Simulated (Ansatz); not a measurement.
Cost and result up the ladder for trans-Hf(H2O)2Cl4 (HfCl₄O₂H₄) (11 atoms). Charge 0, multiplicity 1. Geometry: PBE0-D4/def2-SVP.

Cartesian coordinates in Å:
```
Cl -1.165 0.710 -1.886
Cl 0.051 -0.939 2.314
Cl 1.024 -1.883 -0.926
Cl 0.127 2.292 0.973
Hf 0.009 0.044 0.116
O -2.070 -0.731 0.408
O 2.071 0.726 -0.421
H -2.292 -1.333 1.132
H -2.709 -0.766 -0.317
H 2.324 1.659 -0.368
H 2.632 0.221 -1.025
```

Ansatz on 4 threads of Arm Neoverse V2 on a shared host. Times are rough, and most runs start from the orbitals of an earlier one. CAM-B3LYP-D4/def2-TZVP serves as the yardstick here, not as an exact answer. Differences are given only for rows in sets of like size (and for xTB, whose basis is part of the method), since another set adds its own error. Binding counts from free atoms at the same level (Cl doublet, Hf triplet, O triplet, H doublet; other spins of the atoms weren't run), without zero-point energy or a counterpoise term.

In the def2 sets Hf takes a core potential; there is no spin–orbit coupling. Correlated methods freeze 22 core orbitals; core or outer-core shells of Hf are correlated, in sets that lack core-valence functions. The rows differ in basis, and correlated rows in double-zeta sets carry the largest basis error. No other spin state of charge 0 was run. Another isomer (singlet) lies 0.21 eV lower at PBE0-D4/def2-TZVP; other spin states weren't run for this one.

Correlated methods converge slowly with the basis, most of all in double-zeta sets.

```
                         level  functions  wall time  binding energy per atom (eV)  difference from CAM-B3LYP-D4/def2-TZVP (eV)
               PBE-D4/def2-SVP        152      2.3 s                          3.92                                            –
         LDA (SPW92)/def2-TZVP        274      2.4 s                          4.38                                         0.59
              PBE0-D4/def2-SVP        152      3.4 s                          3.82                                            –
PBE-D4/def2-TZVP (with forces)        274        5 s                          3.87                                         0.08
                 MP2/def2-TZVP        274        7 s                          3.85                                         0.06
             PBE0-D4/def2-TZVP        274      7.5 s                          3.79                                         0.00
        CAM-B3LYP-D4/def2-TZVP        274      8.5 s                          3.79                                         0.00
            BHLYP-D4/def2-TZVP        274      8.5 s                          3.65                                        -0.14
           r2SCAN-D4/def2-TZVP        274        9 s                          3.86                                         0.07
              CCSD(T)/def2-SVP        152       47 s                          3.65                                            –
```
